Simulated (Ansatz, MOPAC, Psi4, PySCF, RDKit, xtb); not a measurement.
Complex: CH4 (SMILES C) (first 5 atoms) with CH6Si (SMILES C[SiH3]); geometry from B3LYP-D3(BJ)/def2-TZVP, rigid monomers moved along the line of their centres of mass till C1···Si7 is 4.50 Å.
(charge 0, multiplicity 1):
```xyz
13

C     -0.0874     0.0124     0.3210
H     -0.3336    -0.4011    -0.6560
H      0.5725    -0.6746     0.8487
H      0.4121     0.9719     0.1923
H     -1.0019     0.1511     0.8959
C      0.6028     1.1373     4.5637
Si    -0.2004    -0.5428     4.7868
H      0.6899     1.3883     3.5058
H      1.6036     1.1497     4.9991
H      0.0134     1.9167     5.0501
H     -1.5616    -0.5567     4.1983
H     -0.3143    -0.8776     6.2278
H      0.6027    -1.6007     4.1269
```

```tsv
level	interaction energy (meV)	cost
UFF	-40.1	-
AM1	2.9	-
PM7	-21.8	-
GFN2-xTB	-33.1	-
HF/STO-3G (no counterpoise)	0.1	-
HF/6-31G* (no counterpoise)	-3.0	-
HF/aug-cc-pV(D+d)Z	2.6	-
PBE/def2-TZVPPD	-14.4	×1
PBE-D3(BJ)/def2-TZVPPD	-41.4	×1
PBE-D4/def2-TZVPPD	-40.3	×1
r2SCAN/def2-TZVPPD	-14.3	×2
r2SCAN-D3(BJ)/def2-TZVPPD	-29.9	×2
B3LYP/6-31G*	7.4	-
B3LYP/6-31G* (no counterpoise)	-2.8	-
PBE0-D3(BJ)/def2-TZVPPD	-39.0	×1
PBE0-D4/def2-TZVPPD	-36.9	×1
MP2/6-31G*	-11.1	-
SCS-MP2/aug-cc-pV(D+d)Z	-19.7	-
CCSD(T)/aug-cc-pV(D+d)Z	-27.6	×8
SAPT0/jun-cc-pV(D+d)Z	-18.4	-
```

The rows run from -41.4 (PBE-D3(BJ)/def2-TZVPPD) to 7.4 meV (B3LYP/6-31G*). The dispersion term adds -27.0 in PBE-D3(BJ), -26.0 in PBE-D4, -15.5 in r2SCAN-D3(BJ).

Monomers are frozen at their geometry in the pair; levels with a basis set take the counterpoise correction. Rows marked so take none. RDKit's UFF carries no charges.

Cores are frozen in the correlated methods. Rows in 6-31G*, STO-3G carry no dispersion term and start afresh at each structure (6-31G* with six Cartesian d functions). MP2/6-31G* freezes PySCF's default core. The state that AM1, PM7 reach isn't checked; PM7 holds dispersion and hydrogen-bond terms.

Programs: Ansatz (a quantum-chemistry and plane-wave program); MOPAC for AM1, PM7 (differences of heats of formation); Psi4 for SAPT; PySCF for 6-31G* rows, STO-3G rows, the dispersion terms; RDKit for the force fields; xtb for the GFN methods. Values without a source in brackets are computed.

Costs are rough ratios of core time to PBE/def2-TZVPPD (about 9 s over the structures, on one shared machine); a dash marks a level with no comparable run of its own.
